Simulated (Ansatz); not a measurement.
Mulliken charges of `[NH2][Zn][O]CF` from r2SCAN/def2-TZVPP in Ansatz (PBE0-D4/def2-TZVP geometry).

```tsv
atom	x (Å)	y (Å)	z (Å)	charge (e)
N1	-0.100	2.239	-1.094	-0.458
Zn2	0.337	0.752	-0.156	0.507
O3	0.899	-0.562	0.951	-0.493
C4	0.053	-1.605	0.975	0.326
F5	-1.071	-1.310	0.143	-0.273
H6	0.653	2.670	-1.614	0.145
H7	-0.882	2.126	-1.726	0.150
H8	0.483	-2.522	0.551	0.048
H9	-0.371	-1.789	1.970	0.048
```

Q: By hand: the dipole of these point charges (1 e Å = 4.8032 D).

A: Σ q r = (0.051, -0.034, -0.140) e Å, of length 0.153 e Å = 0.73 D.

Q: How does the dipole of the full density compare? (An estimate is asked.)

A: The calculation gave: (0.091, -0.017, -0.196) e Å, 1.04 D; the point charges give 0.70 times that, at 10° from its direction.

Point charges leave out the atoms' own dipoles, such as those of lone pairs, and Mulliken's split depends on the basis, so the two needn't agree.
